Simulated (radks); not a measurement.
Values are calculated unless marked as measured or tabulated.
Fractional charge and spin in the 3s shell of chlorine: the spin-up occupation runs from 0 to 1 and the spin-down occupation from 0 to 1; the fullest corner is Cl, [Ne] 3p(up 2.5, down 2.5) 3s(up 1, down 1). Code: a radial shooting solver on a logarithmic mesh with Libxc functionals. Model: scalar-relativistic Kohn-Sham, LDA (Slater exchange, Perdew-Wang correlation), spin-polarised, spherical densities, finite nucleus; Fermi nuclear charge, rms radius of each element as measured or else 0.836 A^(1/3) + 0.57 fm. Energy (eV) minus the two flat planes that join the four corners (they meet along the diagonal where the two added fractions sum to one electron); zero is where a piecewise linear energy would lie.

down \ up,0,0.25,0.5,0.75,1
0,0.000,-1.205,-1.597,-1.190,0.000
0.25,-1.205,-1.518,-1.036,0.225,-1.078
0.5,-1.597,-1.036,0.299,-0.932,-1.424
0.75,-1.190,0.225,-0.932,-1.352,-1.057
1,0.000,-1.078,-1.424,-1.057,0.000

Corners above the fullest one (they belong to Cl+ and the next ion): (up 1, down 0) 26.266 eV, (up 0, down 1) 26.266 eV, (up 0, down 0) 65.833 eV. With half an added electron in each spin the energy lies 0.299 eV from the planes, and with half an added electron in spin up alone -1.597 eV. The planes are only a guide here: the flat-plane condition holds for ground states with one frontier orbital, while this shell lies below other occupied shells, so the corners above the fullest one are inner-hole states and not the ground states of those ions.
